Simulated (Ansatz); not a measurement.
# A cut through the energy surface

SnH2Br (SMILES [Br][SnH2]), doublet, at its PBE0-D4/def2-TZVP minimum:

Br1  (-1.974, 0.426, -0.671)
Sn2  (0.423, -0.192, -0.380)
H3  (0.427, -1.499, 0.743)
H4  (1.180, 1.205, 0.287)
(Å)

The bond length Br1–Sn2 (2.493 Å at the minimum) is set to the values below, the two halves moving rigidly along the bond. Each method's energies count from its own value at the PBE0-D4 minimum structure. Computed with Ansatz 0.2.0 (basis: def2-TZVPP); correlated methods freeze the cores; orbitals are unrestricted. Filled d shells of the heavier atoms are correlated. Core potentials replace the inner electrons of the atoms past krypton. The def2 sets are not built for correlating such inner shells, so the correlated values are less sure here.

CCSD(T) energies along the scan:
```json
{"bond length (Å)": "2.244", "CCSD(T) (kJ/mol)": "47.7"}
{"bond length (Å)": "2.294", "CCSD(T) (kJ/mol)": "28.0"}
{"bond length (Å)": "2.367", "CCSD(T) (kJ/mol)": "9.7"}
{"bond length (Å)": "2.453", "CCSD(T) (kJ/mol)": "0.7"}
{"bond length (Å)": "2.547", "CCSD(T) (kJ/mol)": "1.9"}
{"bond length (Å)": "2.650", "CCSD(T) (kJ/mol)": "12.3"}
{"bond length (Å)": "2.758", "CCSD(T) (kJ/mol)": "29.6"}
{"bond length (Å)": "2.872", "CCSD(T) (kJ/mol)": "52.0"}
{"bond length (Å)": "2.991", "CCSD(T) (kJ/mol)": "77.6"}
```
They count from the CCSD(T) energy at the PBE0-D4 minimum.

Minimum and curvature along this coordinate at CCSD(T): A fifth-order fit through the nearest points gives 2.487 Å, with a curvature of about 12 eV/Å².

Question: Treat the two halves as rigid bodies and work out the harmonic wavenumber of this stretch from that curvature (ν̃ = 521.5 √(k/μ) cm⁻¹ with k in eV/Å² and μ in u).

Answer: The halves weigh 79.90 and 120.73 u, so μ = 79.90 × 120.73/200.63 = 48.080 u and ν̃ = 521.5 √(12/48.080) ≈ 260 cm⁻¹. A true normal mode mixes in other motions, so this is a guide only.

Largest difference from the CCSD(T) curve over the scan: PBE-D4 18.1; PBE0-D4 4.5; wB97M-V 0.5 kJ/mol. Each curve counts from its own value at the minimum.

No T1 diagnostic of these runs exceeds 0.016. ⟨S²⟩ of the unrestricted Hartree–Fock references: 0.76 (a pure state has 0.75).

For scale, one of the runs: CCSD(T)/def2-TZVPP, 126 basis functions (an equivalent command: `ansatz run in.yaml --threads 4`). The run took 42 s on 4 CPU threads (shared host), with 1.6 GiB of host memory at its peak.
